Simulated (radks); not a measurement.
Results of a calculation; reference values are marked as such.
Spherical quantum dot in the effective-mass picture: electrons in a parabolic well V = omega^2 r^2 / 2 with omega = 0.521, with a point charge +1 (a donor) at the centre, all in effective atomic units (hartree* = m*/eps^2 hartree, bohr* = eps/m* bohr), one dielectric constant everywhere. Level of theory: non-relativistic Kohn-Sham, exchange-only LDA, spin-polarised, spherical densities (a radial shooting solver with Libxc functionals). Levels are named by radial order and angular momentum (1s, 1p, 1d, 2s, ...), and open shells are averaged over m. Results are scaled to m* = 0.192 and eps = 7.5, for which hartree* = 92.88 meV and bohr* = 2.067 nm.

N = 9, configuration 1s2 1p6 2s(up 1, down 0). This is the lowest configuration that the search found. Occupied and some empty levels:

level,occupation,eigenvalue (meV),<r> (nm)
1s up,1,320.22,3.417
1s down,1,324.16,3.583
1p up,3,359.38,5.346
1p down,3,360.97,5.328
2s up,1,379.83,5.236
2s down,0,384.67,5.214
1d up,0,391.00,6.209
1d down,0,392.82,6.184
1f up,0,424.78,6.865
1f down,0,426.87,6.851
2p up,0,431.11,6.080
2p down,0,433.37,6.140
1g up,0,460.82,7.430
1g down,0,463.04,7.429

Energy (meV): total 1847.81, kinetic 383.20, external 277.32, Hartree 1412.5, exchange-correlation -225.20.

Electron density:

r (nm),n(r) (e/nm^3)
0.212,0.06189
1.01,0.02985
1.81,0.01631
2.60,0.01079
3.40,0.008478
4.20,0.007091
5.00,0.005659
5.80,0.004028
6.59,0.002466
7.39,0.001273
8.19,0.0005496
8.99,0.0001975
9.79,0.00005909
10.6,0.00001474
